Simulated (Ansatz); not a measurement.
`[NH2][AlH][SiH2]S` + H₂Se → `[NH2][AlH][SeH]` + `[SiH3]S`  (cleavage of the Al–Si bond)

Calculated with Ansatz (gas phase, PBE0-D4/def2-TZVP geometries, no zero-point term in ΔE). CCSD(T)/CBS is the MP2 limit (def2-TZVPP, def2-QZVPP) plus CCSD(T) − MP2 in def2-TZVPP, frozen cores. Functionals use def2-TZVPP. B3LYP here is the variant with VWN-RPA as its local correlation; programs differ in this. HSE06 is defined as in plane-wave codes. For Se outer-core shells are correlated without core-valence functions, which leaves a few kJ/mol of doubt a bond. Scalar relativity is left out up to krypton. One conformer a species, not always the lowest.

```csv
level,ΔE (kJ/mol),difference from CCSD(T)/CBS
PBE-D4,-100.1,18.1
revPBE-D4,-100.5,17.7
BLYP-D4,-106.2,12.0
B97M-V,-109.7,8.5
PBE0-D4,-107.5,10.7
B3LYP-D4,-111.9,6.3
r2SCANh-D4,-116.3,1.9
r2SCAN0-D4,-118.4,-0.2
HSE06-D4,-107.6,10.6
BHLYP-D4,-120.0,-1.8
CAM-B3LYP-D4,-115.3,2.9
ωB97X-V,-114.1,4.1
ωB97M-V,-119.4,-1.2
B2PLYP,-118.8,-0.6
PBE-QIDH,-118.7,-0.5
PBE,-101.5,16.7
revPBE,-101.7,16.5
BLYP,-108.4,9.8
r2SCAN,-115.5,2.7
PBE0,-109.0,9.2
r2SCANh,-117.1,1.1
r2SCAN0,-119.2,-1.0
HSE06,-109.0,9.2
CAM-B3LYP,-117.0,1.2
LC-ωPBE,-113.8,4.4
RPA@PBE/def2-TZVPP,-111.1,7.1
HF/def2-SVP,-126.7,-8.5
MP2/def2-SVP,-122.0,-3.8
CCSD/def2-SVP,-112.9,5.3
CCSD(T)/def2-SVP,-111.2,7.0
HF/def2-TZVPP,-131.3,-13.1
MP2/def2-TZVPP,-126.2,-8.0
SCS-MP2/def2-TZVPP,-124.3,-6.1
CCSD/def2-TZVPP,-117.2,1.0
HF/def2-QZVPP,-131.2,-13.0
MP2/def2-QZVPP,-127.8,-9.6
SCS-MP2/def2-QZVPP,-125.8,-7.6
HF/CBS(def2),-131.1,-12.9
MP2/CBS(def2),-129.1,-10.9
CCSD/CBS(def2),-120.1,-1.9
CCSD(T)/CBS,-118.2,0
```

Largest T1 diagnostic among the species: 0.013.

From PBE to PBE0 (25 % exact exchange), in def2-TZVPP and without D4, ΔE moves by −7.5 kJ/mol. At CCSD(T), def2-SVP lies +7.0 kJ/mol from the extrapolated value and def2-TZVPP +2.9 kJ/mol.
